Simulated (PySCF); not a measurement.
From one molecule to another.

First species: C₅H₁₂NPSi.
Numbering: `[CH2:1]=[CH:2][P@@:3]1(=[N:4][SiH3:5])[CH2:6][C@H:7]1[CH3:8]` (hydrogens: H9, H10 on C1; H11 on C2; H12, H13, H14 on Si5; H15, H16 on C6; H17 on C7; H18, H19, H20 on C8)

Structure used (GFN2-xTB), in Å, numbered top down from 1:
```xyz
20
C5H12NPSi angstrom
C      0.3286   -1.6408   -1.8954
C     -0.4036   -0.7128   -1.3004
P      0.2075    0.0639    0.2128
N      1.5902   -0.2752    0.8547
Si     3.1873    0.0883    0.3202
C     -0.7098    1.6256    0.4561
C     -1.1725    0.4333    1.3402
C     -2.5931   -0.0518    1.1962
H      0.0166   -2.1398   -2.7990
H      1.2802   -1.9272   -1.4758
H     -1.3599   -0.3838   -1.6814
H      3.4032    1.5244    0.0959
H      3.5433   -0.5938   -0.9350
H      4.0146   -0.4009    1.4189
H     -0.2035    2.4342    0.9677
H     -1.4196    1.9659   -0.2865
H     -0.8453    0.5137    2.3740
H     -2.8907   -0.0980    0.1516
H     -3.2707    0.6285    1.7132
H     -2.7080   -1.0432    1.6303
```

Second species: C6H5F3O.
SMILES: `C=CC(=C)C(=O)C(F)(F)F`

Levels: PBE0/pcSseg-1 for dipole moment, HOMO energy, LUMO energy and HOMO–LUMO gap; GFN2-xTB for rotational constant A and rotational constant C. Geometries: GFN2-xTB. Each species is one conformer at its optimised geometry, gas phase, non-relativistic unless stated; the electronic structure was computed with PySCF and density fitting.

The conformers computed, where there is a choice (atom-mapped SMILES and torsion angles):
- `[CH2:1]=[CH:2][P@@:3]1(=[N:4][SiH3:5])[CH2:6][C@H:7]1[CH3:8]`: C1–C2–P3–N4 2°
- `[CH2:1]=[CH:2][C:3](=[CH2:4])[C:5](=[O:6])[C:7]([F:8])([F:9])[F:10]`: C1–C2–C3–C4 180°, C2–C3–C5–O6 0°, C3–C5–C7–F8 60°

```json
{"property": "dipole moment", "column X": "3.95 D", "column Y": "3.23 D"}
{"property": "HOMO energy", "column X": "-6.53 eV", "column Y": "-7.60 eV"}
{"property": "LUMO energy", "column X": "-0.96 eV", "column Y": "-2.66 eV"}
{"property": "HOMO–LUMO gap", "column X": "5.57 eV", "column Y": "4.94 eV"}
{"property": "rotational constant A", "column X": "2.160 GHz", "column Y": "2.417 GHz"}
{"property": "rotational constant C", "column X": "0.753 GHz", "column Y": "0.789 GHz"}
```

Which column belongs to which species?

Column X is the first species and column Y the second. The first has 20 atoms and 78 electrons, the second 15 and 76.

How does each property change from the first species to the second?

dipole moment -0.72 D; HOMO energy -1.07 eV; LUMO energy -1.70 eV; HOMO–LUMO gap -0.63 eV; rotational constant A +0.257 GHz; rotational constant C +0.036 GHz.

On the first: A dipole of 3.95 D is allowed in C1, and pure rotational transitions are dipole-allowed. The dipole equals about 13.2 × 10⁻³⁰ C·m (1 D = 3.33564 × 10⁻³⁰ C·m).

On the second: The dipole matches unit charges of opposite sign 0.67 Å apart (1 e·Å = 4.8032 D). A dipole of 3.23 D is allowed in Cs, and pure rotational transitions are dipole-allowed.
